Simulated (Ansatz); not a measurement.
Species: SnH$_{2}$Cl, charge 0, doublet. SnH2Cl (SMILES [SnH2][Cl], doublet).
B3LYP-D3(BJ)/def2-TZVP minimum from Ansatz (an electronic-structure program):
```xyz
4

Sn    -0.2951     0.4516     0.1895
Cl     0.8377    -1.4735    -0.6029
H      0.0947     1.6914    -0.9581
H      0.4222     0.7761     1.7341
```
Charge 0, spin multiplicity 2.

Total energies in def2-TZVPP, 13 correlated electrons, 14 frozen orbitals. Radicals and triplets start from unrestricted determinants; spin-orbit coupling is neglected. Cores are frozen in correlated methods (noble-gas shells, and filled d and f shells in the p block). Past Kr the def2 sets carry scalar-relativistic core potentials. Spin-orbit terms, left out, reach several kcal/mol for Br and I, and more for heavier atoms.

| method | program | energy (Eh) | minus CCSDT(Q) (mEh) |
|---|---|---|---|
| HF | Ansatz | -674.04102 | 327.12 |
| MP2 | Ansatz | -674.32131 | 46.83 |
| CCSD | Ansatz | -674.35468 | 13.46 |
| CCSD(T) | Ansatz | -674.36654 | 1.60 |
| CCSDT(Q) | Ansatz | -674.36813 | 0.00 |

Rough core times of Ansatz's runs on a shared machine: CCSD(T) under 20 s, CCSDT(Q) 30 min.
